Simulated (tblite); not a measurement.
Compound: C5H12S2Si.
Numbering: `[CH3:1][CH2:2][S:3][C@@H:4]1[CH2:5][Si@@H:6]1[S:7][CH3:8]` (hydrogens: H9, H10, H11 on C1; H12, H13 on C2; H14 on C4; H15, H16 on C5; H17 on Si6; H18, H19, H20 on C8)

The geometry is computed with GFN2-xTB (gas phase).

Problem. List the bond lengths, angles and torsions at this level.

Solution. 
```
                  bond  length (pm)   order
                 C1–C2        151.6  single
                 C2–S3        182.5  single
                 S3–C4        179.6  single
                 C4–C5        153.5  single
                C5–Si6        188.0  single
                Si6–S7        213.1  single
                 S7–C8        182.3  single
                C4–Si6        189.2  single
 C1–H9, C1–H10, C1–H11        108.8  single
                C2–H12        109.0  single
                C2–H13        109.2  single
                C4–H14        108.3  single
                C5–H15        108.2  single
                C5–H16        108.1  single
               Si6–H17        144.9  single
C8–H18, C8–H19, C8–H20        108.5  single
```

Bonds in one row agree within 1 pm and their mean is given. Orders are formal, as drawn. A selection of angles:
```
    angle  degrees
 C1–C2–S3    112.6
 C2–S3–C4    100.7
 S3–C4–C5    116.6
S3–C4–Si6    123.5
C5–C4–Si6     65.6
C4–C5–Si6     66.4
C5–Si6–S7    119.1
C4–Si6–C5     48.0
C4–Si6–S7    119.8
Si6–S7–C8     99.9
```

Dihedral angles: C1–C2–S3–C4 64° (synclinal); C2–S3–C4–C5 135° (anticlinal); S3–C4–C5–Si6 -117° (anticlinal); C4–C5–Si6–S7 105° (anticlinal); C5–Si6–S7–C8 76° (synclinal); S3–C4–Si6–C5 107° (anticlinal).

The 3-membered ring C4–C5–Si6 has internal angles of 48.0° to 66.4°. Of the pairs four or more bonds apart, S7···H13 is among the closest relative to their van der Waals radii: 2.79 Å, 93 % of the sum of Bondi's values. Si6 (SiH silicon) has angles from 48.0° to 120.6°. The C–S distances run from 1.796 Å (S3–C4, drawn single) to 1.825 Å (C2–S3, drawn single), a spread of 0.029 Å. S7 (sulfur bonded to C and Si) is bent (angle 99.9°).

Point group: C1 (no symmetry element, even within 0.4 Å). Its GFN2-xTB frequencies are all real (lowest 24 cm⁻¹). One conformer, not necessarily the lowest.

On an Arm Neoverse V1 with one thread, no GPU, shared host with 32 logical CPUs at a one-minute load of 10, this took 1.9 s of wall time. This is the geometry optimisation.
